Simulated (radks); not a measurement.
Valence configurations of Tm I (all share [Xe]). All-electron calculation, non-relativistic Kohn-Sham, PBEsol, spin-unpolarised, spherical densities, point nucleus; relativity is left out, which matters for an element this heavy. Program: a radial shooting solver on a logarithmic mesh with Libxc functionals. Energies are relative to 4f13 6s2; eigenvalues in eV.

\begin{tabular}{lrrrrr}
valence & E (eV) & e(4f) & e(5d) & e(6p) & e(6s) \\ \hline
4f13.5 6s1.5 & -1.033 & -3.303 & - & - & -3.004 \\
4f13 6s2 & 0.000 & -7.520 & - & - & -3.586 \\
4f13 5d1 6s1 & 2.170 & -6.287 & -0.969 & - & -3.238 \\
4f13 6s1 6p1 & 2.328 & -8.803 & - & -1.851 & -4.225 \\
4f12.5 6s2 6p0.5 & 4.292 & -12.862 & - & -1.839 & -4.482 \\
4f13 6p2 & 4.750 & -9.994 & - & -2.285 & - \\
4f12 5d1 6s2 & 8.939 & -14.856 & -2.858 & - & -4.020 \\
4f12 6s2 6p1 & 11.084 & -18.525 & - & -2.326 & -5.325 \\
4f11 6s2 6p2 & 32.809 & -30.667 & - & -3.234 & -6.906 \\
\end{tabular}

NIST lists [Xe] 4f13 6s2 as the ground configuration; this level of theory puts 4f13.5 6s1.5 lower, by 1.033 eV. The energies are those of spherical spin-averaged densities, not of single terms. No valid solution was reached for [Xe] 4f14 6s1. Relativity is left out, which favours d and f over s occupation in heavy atoms.
